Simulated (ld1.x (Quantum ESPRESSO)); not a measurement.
**What one change does to a pseudopotential (tellurium, TM)**

```
Element                 : tellurium (Te)
Generator               : ld1.x (Quantum ESPRESSO) 7.5
Type                    : norm-conserving Troullier–Martins (Kleinman–Bylander form)
Functional              : PBEsol
Relativity              : scalar-relativistic
Frozen core             : [Kr] 4d10
Valence charge          : 6
Reference configuration : 5s2 5p4
Partial waves           : 5p (bound): rc 1.55 bohr; 5s (bound): rc 1.70 bohr
Local potential         : the s channel
Core correction         : none
```

Change: wave 5p (bound): rc 1.55 bohr becomes 5p (bound): rc 2.10 bohr.

Cutoffs: the cutoffs (Ry, on a coarse ladder) from which the occupation-weighted sum of valence levels, in a spherical-Bessel basis at the reference potential, stays within 10 and 1 mRy of its value at 400 Ry; they do not see the model core or the augmentation charge, which bear on the density cutoff. Errors are all-electron minus pseudo energies relative to the spin-unpolarised reference configuration.

Q: What does the change do?

A: The potential gets softer (50 Ry and 120 Ry → 30 Ry and 55 Ry); the bound ghost in p disappears; of the 7 tests that both files solve, the error grows in 0 and shrinks in 2 by more than 15 % and 0.3 meV (median size 16.7 → 3.9 meV). A larger radius leaves more room for a smooth pseudo-wave, so fewer plane waves are needed.

```tsv
quantity	base	changed
cutoff, loose	50 Ry	30 Ry
cutoff, tight	120 Ry	55 Ry
loose cutoff by channel (10 mRy a level)	p 45 Ry, s 21 Ry	p 12 Ry, s 21 Ry
bound ghosts	p	none
error for 5s2 5p3, meV [ΔE 9.75 eV]	-4.4	-4.8
error for 5s2 5p2, meV [ΔE 27.72 eV]	-21	-21
error for 5s2 5p1, meV [ΔE 54.68 eV]	-58	-50
error for 5s1 5p4, meV [ΔE 19.63 eV]	+17	+3.9
error for 5s1 5p5, meV [ΔE 9.29 eV]	+19	+2.6
error for 5s2 5p3.5, meV [ΔE 3.91 eV]	-1.3	-1.4
error for 5s2 5p4.3, meV [ΔE -1.47 eV]	+0.2	+0.2
```

 A true bound ghost makes a file unfit for plane-wave use even where its test errors are small: the radial tests pick states by their node count and pass the ghost by.
